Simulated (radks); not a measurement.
Coulomb parameter of the 4f shell of neutral dysprosium in the model configuration [Xe] 4f8.5 5d1.5 6s2, as a second difference U = [E(n + 0.25) + E(n - 0.25) - 2 E(n)] / (0.25)^2 with all orbitals relaxed. "Bare": the charge of the atom changes with n. "Screened": the 5d shell takes up the change at fixed total charge, which measures U(4f,4f) + U(5d,5d) - 2 U(4f,5d). Method: scalar-relativistic Kohn-Sham, r2SCAN, spin-unpolarised, spherical densities, finite nucleus; meta-GGA in the generalised Kohn-Sham scheme; Fermi nuclear charge, rms radius 5.2218 fm; computed with a radial shooting solver on a logarithmic mesh with Libxc functionals.

case,configuration,E - E(n) (eV)
start,[Xe] 4f8.5 5d1.5 6s2,0.000
bare +0.25,[Xe] 4f8.75 5d1.5 6s2,-2.697
bare -0.25,[Xe] 4f8.25 5d1.5 6s2,3.601
screened +0.25,[Xe] 4f8.75 5d1.25 6s2,-2.271
screened -0.25,[Xe] 4f8.25 5d1.75 6s2,2.627

U(bare) = 14.465 eV, U(screened by 5d) = 5.692 eV, against the Slater integral F0(4f,4f) = 31.990 eV with frozen orbitals. The step up makes a negative ion, whose loosely bound charge lowers the bare value.
